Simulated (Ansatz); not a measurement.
A nudged elastic band was laid between two geometries of GeH$_{4}$ (5 atoms, charge 0, multiplicity 1).

The calculation used RKS BHLYP/def2-SVPD (Ansatz 0.2.0).

| Item | Value |
| --- | --- |
| movable images | 5 |
| climbing image | yes |
| spring | 5.0 eV/Å² |
| optimiser | quadratic models (default) |
| start path | through a guess of the saddle point |
| force threshold | 0.03 eV/Å |
| iteration limit | 60 |
| end points | relaxed |

Image 0:

```xyz
5
Properties=species:S:1:pos:R:3
Ge 0.255 0.000 0.181
H 0.255 0.000 1.709
H 1.696 0.000 -0.329
H -0.465 1.248 -0.329
H -0.465 -1.248 -0.329
```

Image 6:

```xyz
5
Properties=species:S:1:pos:R:3
Ge 0.181 0.000 -0.820
H 0.872 0.000 1.189
H 1.505 0.000 0.742
H -0.641 1.145 -0.104
H -0.641 -1.145 -0.104
```

Q: What changes between the two ends?

A: Bonds broken: Ge1–H2, Ge1–H3. Bonds formed: H2–H3. GeH4 becomes GeH2 + H2.

Q: What energy profile does the band end with?

A: The run converged. The highest image is number 4 of 0 to 6, 245.6 kJ/mol above the first end and 70.1 kJ/mol above the last; the last end lies 175.4 kJ/mol above the first. A vibrational analysis at the climbing image gives one clearly imaginary mode, 1375i cm⁻¹: a first-order saddle point. The orbitals stay closed-shell, which can raise the energy where a bond breaks towards radicals; this wasn't checked here.

```tsv
image	path coordinate (Å)	energy (kJ/mol)	Ge1–H2 (Å)	Ge1–H3 (Å)	H2–H3 (Å)
0	0.00	0.0	1.53	1.53	2.50
1	0.31	23.6	1.50	1.52	2.18
2	0.62	95.7	1.51	1.50	1.85
3	0.93	194.2	1.59	1.51	1.53
4	1.25	245.6	1.71	1.56	1.21
5	1.56	198.6	1.86	1.72	0.88
6	1.88	175.4	2.12	2.05	0.78
```

Q: What is the geometry of the highest image?

A: 
```xyz
5
Properties=species:S:1:pos:R:3
Ge 0.240 0.000 -0.445
H 0.628 0.000 1.218
H 1.541 0.000 0.421
H -0.567 1.265 -0.146
H -0.567 -1.265 -0.146
```

Q: What are the harmonic wavenumbers there?

A: 1375i, 709, 753, 910, 991, 1646, 2133, 2196, 2215 cm⁻¹.

The band took 8 iterations and of the order of 70 core-seconds.

Time of the run: 75 s on 1 thread of Arm Neoverse V1, on a shared host, peak memory 0.13 GiB.
